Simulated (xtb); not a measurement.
F$_{4}$Zr, charge +1, doublet, at a GFN2-xTB geometry (such geometries of metal compounds can be far from the true shape) (the multiplicity is a formal guess); GFN0-xTB in xtb.

The xtb input:
```
$ xtb mol.xyz --gfn 0 --chrg 1 --uhf 1 --json

# file mol.xyz
5

Zr     0.00000000    -0.00000000     0.00000000
F      1.19625354     0.87726079    -1.14149566
F      0.94458360    -1.17292463     1.11158940
F     -1.23870792    -0.96627039    -1.01761760
F     -0.90212922     1.26193423     1.04752386
```

**Question.** Write the output that xtb gives for this input, abridged.

**Answer.** 
```
   ID    Z sym.   atoms
    1   40 Zr     1
    2    9 F      2-5

           -------------------------------------------------
          |                Calculation Setup                |
           -------------------------------------------------

           -------------------------------------------------
          |                 G F N 0 - x T B                 |
           -------------------------------------------------

          ...................................................
          :                      SETUP                      :
          :.................................................:
          :  # basis functions                  26          :
          :  # atomic orbitals                  25          :
          :  # shells                           11          :
          :  # electrons                        31          :
          :  electronic temp.          300.0000000     K    :
          :  accuracy                    1.0000000          :
          :  -> integral cutoff          0.2500000E+02      :
          :  -> integral neglect         0.1000000E-07      :
          ...................................................

         :::::::::::::::::::::::::::::::::::::::::::::::::::::
         ::                     SUMMARY                     ::
         :::::::::::::::::::::::::::::::::::::::::::::::::::::
         :: total energy             -15.631299647031 Eh    ::
         :: gradient norm              0.054729673491 Eh/a0 ::
         :: HOMO-LUMO gap              4.143323212205 eV    ::
         ::.................................................::
         :: H0 energy                -16.862464500070 Eh    ::
         :: repulsion energy           0.062141158944 Eh    ::
         :: electrostat energy         1.169829898170 Eh    ::
         :: -> Gsolv                   0.000000000000 Eh    ::
         ::    -> Gsasa                0.000000000000 Eh    ::
         ::    -> Gshift               0.000000000000 Eh    ::
         :: dispersion energy         -0.000806204075 Eh    ::
         :: short-range corr.          0.000000000000 Eh    ::
         :: add. restraining           0.000000000000 Eh    ::
         :: total charge               1.000000000000 e     ::
         :::::::::::::::::::::::::::::::::::::::::::::::::::::

           -------------------------------------------------
          |                Property Printout                |
[...]
        17                         -0.2900803              -7.8935 (LUMO)
        18                         -0.2900803              -7.8935
        19                         -0.2006831              -5.4609
        20                         -0.2006831              -5.4609
        21                         -0.2006831              -5.4609
        22                          0.4799575              13.0603
        23                          0.4909544              13.3595
        24                          0.4909544              13.3595
        25                          0.4909544              13.3595
      -------------------------------------------------------------
                  HL-Gap            0.1522643 Eh            4.1433 eV
             Fermi-level            0.0000000 Eh            0.0000 eV

     #   Z          covCN         q      C6AA      α(0)
     1  40 Zr       2.564     1.565   291.334    36.627
     2   9 F        0.641    -0.141    10.720     3.774
     3   9 F        0.641    -0.141    10.720     3.774
     4   9 F        0.641    -0.141    10.720     3.774
     5   9 F        0.641    -0.141    10.720     3.774

 Mol. C6AA /au·bohr⁶  :        849.621062
 Mol. C8AA /au·bohr⁸  :      71842.674087
 Mol. α(0) /au        :         51.724603

Wiberg/Mayer (AO) data.
largest (>0.10) Wiberg bond orders for each atom

 ---------------------------------------------------------------------------
     #   Z sym  total        # sym  WBO       # sym  WBO       # sym  WBO
 ---------------------------------------------------------------------------
     1  40 Zr   2.860 --     4 F    0.715     3 F    0.715     2 F    0.715
                             5 F    0.715
     2   9 F    0.730 --     1 Zr   0.715
     3   9 F    0.730 --     1 Zr   0.715
     4   9 F    0.730 --     1 Zr   0.715
     5   9 F    0.730 --     1 Zr   0.715
 ---------------------------------------------------------------------------

Topologies differ in total number of bonds
Writing topology from bond orders to xtbtopo.mol

 dipole moment from electron density (au)
     X       Y       Z
  -0.0000  -0.0000  -0.0000  total (Debye):    0.000

           -------------------------------------------------
          | TOTAL ENERGY              -15.631299647031 Eh   |
          | GRADIENT NORM               0.054729673491 Eh/α |
          | HOMO-LUMO GAP               4.143323212205 eV   |
           -------------------------------------------------

normal termination of xtb
```
